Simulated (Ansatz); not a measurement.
Species: sum formula H2SiO (charge +1, doublet). 
Geometry from a B3LYP-D3(BJ)/def2-TZVP (Ansatz, an electronic-structure program) optimisation:
```xyz
4

Si     0.0888    -0.4751     0.0041
O     -0.2062     1.1037    -0.0096
H     -1.1059    -1.3344    -0.0090
H      1.5130    -0.8447     0.0280
```
Charge +1, spin multiplicity 2.

Basis-set convergence of Hartree-Fock and CCSD(T) correlation energies (hartree) with Ansatz. Valence correlation only, unless marked. UHF or UKS for open shells. Spin-orbit coupling is left out. Non-relativistic.

```
basis        functions       E(HF)  E(corr, CCSD(T))
-----------  ---------  ----------  ----------------
cc-pV(D+d)Z         47  -364.62574          -0.25603
cc-pV(T+d)Z         97  -364.66987          -0.31952
cc-pV(Q+d)Z        179  -364.67950          -0.34125
```

Extrapolating the two largest sets (X = 3 and 4) as X^-3: E(corr) = (64·(-0.34125) - 27·(-0.31952))/37 = -0.3571 Eh, an estimate of the basis-set limit. The largest set recovers 95.6 % of it, the smallest 71.7 %.
